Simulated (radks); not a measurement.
Results of a calculation; reference values are marked as such.
K3+, 16 electrons, occupied as [Ne] 3s2 3p4 (the NIST ground configuration). Code: a radial shooting solver on a logarithmic mesh with Libxc functionals. Model: non-relativistic Kohn-Sham, Slater X-alpha with alpha = 0.773, spin-polarised, spherical densities, point nucleus; open shells are filled with parallel spins first.

Normalised radial functions P(r) = r R(r), r in bohr:

r,3s up
0.007604,0.1127
0.009666,0.1375
0.01219,0.1649
0.01537,0.1950
0.01954,0.2274
0.02465,0.2572
0.03133,0.2821
0.03951,0.2939
0.04983,0.2854
0.06335,0.2451
0.07989,0.1665
0.1016,0.0392
0.1281,-0.1229
0.1615,-0.3021
0.2053,-0.4621
0.259,-0.5344
0.3292,-0.4639
0.4151,-0.2264
0.5236,0.1497
0.6656,0.5843
0.8394,0.9097
1.067,1.0237
1.346,0.8921
1.697,0.6112
2.157,0.3132
2.721,0.1200
3.459,0.0301
4.362,0.0050

3s up: eigenvalue -74.363 eV, 2 radial nodes at r = 0.108, 0.481 bohr, <r> = 1.19 bohr, 90 % of the charge inside 1.77 bohr.
